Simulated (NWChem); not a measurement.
# Total energies of C$_{2}$H$_{4}$NO

```xyz
8

C     -1.4420    -0.2785     0.0543
N     -0.2799    -0.3301    -0.7628
C      0.9285    -0.0545    -0.1776
O      1.0718     0.7163     0.7519
H     -2.2300     0.3068    -0.4472
H     -1.8450    -1.3071     0.1373
H     -1.2486     0.1119     1.0680
H      1.7899    -0.5330    -0.6945
```
Charge 0, spin multiplicity 2.

The numbers come from NWChem runs, not from measurements. Structure: optimised with UPBE0/def2-SVP, a minimum by its harmonic frequencies. It is one conformer; others weren't searched.

Basis set: def2-SVP (76 functions).

```tsv
method	total energy (Ha)	relative cost
UHF	-207.16777	1
UMP2	-207.73747	under 3
UB2PLYP	-208.15544	under 3
UPBE	-208.12516	under 3
UB3LYP	-208.36862	under 3
UCAM-B3LYP	-208.27086	under 3
```

Total energies of different functionals aren't comparable as a measure of quality: only differences taken within one method are. The cost column gives rough processor time relative to UHF; each entry includes its own SCF.

The correlated methods keep 4 core orbitals frozen. B3LYP has NWChem's definition, with VWN1-RPA local correlation. GW and range-separated runs recompute their integrals, the others keep them in memory, which bears on the times. The structure started from a generated list of species. The stability of the SCF solutions was not checked. Open-shell Hartree-Fock references start from PBE0 orbitals; any time given for them includes that run.
